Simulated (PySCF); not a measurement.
# CBr⁺: input and log

State: ³Π (triplet), unpaired electrons σ ↑, π ↑, a second solution, started from another occupation.

An equivalent input (the run itself took its basis sets from the Basis Set Exchange, started from a PBE0 density and held the occupation σ 7α 6β, πx 4α 3β, πy 3α 3β, δx 1α 1β, δy 1α 1β):

```python
from pyscf import gto, dft
mol = gto.M(atom='C 0 0 0; Br 0 0 1.697', basis={'C': 'cc-pVTZ', 'Br': 'cc-pVTZ-PP'}, ecp={'Br': 'cc-pVTZ-PP'},
            charge=1, spin=2, verbose=4, symmetry='C2v')
mf = dft.UKS(mol, xc='PBE0')
mf.grids.atom_grid = (80, 434)
mf.grids.prune = dft.gen_grid.treutler_prune
mf.irrep_nelec = {'A1': (8, 7), 'A2': (1, 1), 'B1': (4, 3), 'B2': (3, 3)}
mf.conv_tol = 1e-9
mf.max_cycle = 60
mf.diis_space = 10
mf.kernel()
```

The log (some set-up lines and the per-cycle HOMO/LUMO lines removed):

```
******** <class 'pyscf.dft.uks_symm.SymAdaptedUKS'> ********
method = SymAdaptedUKS
damping factor = 0
level_shift factor = 0
DIIS = <class 'pyscf.scf.diis.CDIIS'>
diis_start_cycle = 1
diis_space = 10
diis_damp = 0
SCF conv_tol = 1e-09
SCF conv_tol_grad = None
SCF max_cycles = 60
number electrons alpha = 16  beta = 14
Set gradient conv threshold to 3.16228e-05
init E= -454.263541812295
cycle= 1 E= -454.302366457081  delta_E= -0.0388  |g|= 0.0207  |ddm|= 0.104
cycle= 2 E= -454.302455884593  delta_E= -8.94e-05  |g|= 0.0193  |ddm|= 0.065
cycle= 3 E= -454.302600837229  delta_E= -0.000145  |g|= 0.00787  |ddm|= 0.0352
cycle= 4 E= -454.302634276865  delta_E= -3.34e-05  |g|= 0.00151  |ddm|= 0.013
cycle= 5 E= -454.302636049167  delta_E= -1.77e-06  |g|= 0.000485  |ddm|= 0.00341
cycle= 6 E= -454.302636310648  delta_E= -2.61e-07  |g|= 9.47e-05  |ddm|= 0.00152
cycle= 7 E= -454.302636323883  delta_E= -1.32e-08  |g|= 3.42e-05  |ddm|= 0.000333
cycle= 8 E= -454.30263632713  delta_E= -3.25e-09  |g|= 1.63e-05  |ddm|= 0.000162
cycle= 9 E= -454.302636328933  delta_E= -1.8e-09  |g|= 4.46e-06  |ddm|= 0.000195
cycle= 10 E= -454.302636329073  delta_E= -1.4e-10  |g|= 7.29e-07  |ddm|= 6.48e-05
Extra cycle  E= -454.302636329074  delta_E= -6.82e-13  |g|= 8.59e-07  |ddm|= 3.12e-06
converged SCF energy = -454.302636329074  <S^2> = 2.0380065  2S+1 = 3.0252316
```

Repeating this along the bond gives Re = 1.706 Å and ωe = 926 cm⁻¹.

A point of this curve took 2 CPU seconds beside 1.2 for the integrals (shared host).

Spin–orbit coupling is left out.
